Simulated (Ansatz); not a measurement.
Results of the Gaussian-basis code of Ansatz.

A structure relaxed at PBE0-D4/def2-TZVP, charge 0, multiplicity 1:

```
atom   x (Å)   y (Å)   z (Å)
  C1  -1.488   0.209  -0.554
  O2  -0.242   0.267  -1.181
  C3   0.722  -0.528  -0.507
 Al4   1.303   0.327   1.178
  F5   2.339  -0.512   2.156
  H6  -1.900  -0.810  -0.564
  H7  -2.166   0.874  -1.089
  H8  -1.433   0.541   0.498
  H9   0.361  -1.560  -0.379
 H10   1.587  -0.603  -1.178
 H11   0.918   1.793   1.621
```

(1) Give its formula and SMILES.

(2) Summarise the bond lengths by kind.

Results:

(1) C2H6AlFO, `CO[CH2][AlH][F]`.

(2) 2 × C–O 1.395 to 1.420 Å; 5 × C–H 1.090 to 1.105 Å; 1 × Al–C 1.977 Å; 1 × Al–F 1.654 Å; 1 × Al–H 1.579 Å.
